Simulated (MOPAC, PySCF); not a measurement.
[Mo(Cl)3(F)3], neutral singlet in the gas phase. 

Cartesian coordinates (Å):
```xyz
7

Mo     0.1202    -0.1638     0.0645
Cl     0.4613    -1.2478    -1.9406
Cl     2.1998    -0.7766     0.8176
Cl    -0.3257     0.9507     2.0316
F      0.8084     1.3891    -0.6648
F     -1.5632     0.3366    -0.5382
F     -0.6234    -1.7033     0.7672
```
Charge 0, multiplicity 1.

All levels are single points at this geometry (TPSS-D3(BJ)/def2-SVP); Pople sets use spherical d functions. Orbital energies aren't observables, and empty levels follow the basis.

SVWN5/6-31G* (LANL2DZ on Mo) in PySCF gives HOMO (eV) = -8.48.

**Question.** Estimate the HOMO (eV) from each of these levels: B3LYP-D3(BJ)/def2-TZVP in PySCF; TPSSh-D3(BJ)/def2-TZVP in PySCF; B3LYP/LANL2DZ in PySCF; AM1 in MOPAC; PM6 in MOPAC.

**Answer.** 
```
level                            HOMO (eV)
-------------------------------  ---------
B3LYP-D3(BJ)/def2-TZVP in PySCF      -9.42
TPSSh-D3(BJ)/def2-TZVP in PySCF      -8.95
B3LYP/LANL2DZ in PySCF               -9.96
AM1 in MOPAC                        -12.85
PM6 in MOPAC                        -11.39
```
